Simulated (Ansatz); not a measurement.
1-ethyl-3-methylimidazolium mesylate, `CCn1cc[n+](C)c1.CS(=O)(=O)[O-]`, 27 atoms. Hardware: 4 threads of Arm Neoverse V1 on a shared host.

(1) How many basis functions does each of these Ansatz runs have, and roughly what does it cost? PBE0-D4/def2-TZVP, charge 0 singlet, energy and forces, from earlier orbitals; HF/6-31G, charge 0 singlet, energy; PBE-D4/def2-SVP, charge -1 doublet at the geometry of the charge 0 singlet, energy, from earlier orbitals; r2SCANh-D4/def2-TZVP, charge 0 singlet, energy, from earlier orbitals; B3LYP-D4/6-31G, charge 0 singlet, energy; r2SCANh-D4/def2-SVP, charge -1 doublet at the geometry of the charge 0 singlet, energy, from earlier orbitals; PBE0-D4/def2-SVP, charge -1 doublet at the geometry of the charge 0 singlet, energy; PBE0-D4/def2-SVP, charge -1 doublet, energy, from earlier orbitals; PBE-D4/def2-SVP, charge 0 singlet, energy, from earlier orbitals; PBE0-D4/def2-SVP, charge 0 singlet, energy, from earlier orbitals; r2SCAN-D4/def2-TZVP, charge 0 singlet, energy, from earlier orbitals; r2SCANh-D4/def2-SVP, charge 1 doublet at the geometry of the charge 0 singlet, energy, from earlier orbitals.

## Answers

(1) Other jobs shared the machine, so times can vary by a factor of up to 3. A dash marks memory too small to be measured apart from the calling script's.

```tsv
run	functions	fitting or Cholesky vectors	wall time	peak host memory (GiB)
HF/6-31G, charge 0 singlet, energy	149	1974	2.5 s	–
B3LYP-D4/6-31G, charge 0 singlet, energy	149	1974	5.5 s	–
PBE-D4/def2-SVP, charge 0 singlet, energy, from earlier orbitals	256	2896	6 s	–
PBE0-D4/def2-SVP, charge 0 singlet, energy, from earlier orbitals	256	2899	11 s	1.5
PBE-D4/def2-SVP, charge -1 doublet at the geometry of the charge 0 singlet, energy, from earlier orbitals	256	2896	13 s	–
PBE0-D4/def2-SVP, charge -1 doublet, energy, from earlier orbitals	256	2584	15 s	1.4
r2SCAN-D4/def2-TZVP, charge 0 singlet, energy, from earlier orbitals	493	2900	22 s	1.5
PBE0-D4/def2-SVP, charge -1 doublet at the geometry of the charge 0 singlet, energy	256	2580	24 s	1.5
r2SCANh-D4/def2-SVP, charge -1 doublet at the geometry of the charge 0 singlet, energy, from earlier orbitals	256	2580	27 s	1.5
r2SCANh-D4/def2-TZVP, charge 0 singlet, energy, from earlier orbitals	493	2900	38 s	2.9
r2SCANh-D4/def2-SVP, charge 1 doublet at the geometry of the charge 0 singlet, energy, from earlier orbitals	256	2580	41 s	1.5
PBE0-D4/def2-TZVP, charge 0 singlet, energy and forces, from earlier orbitals	493	2910	44 s	2.9
```
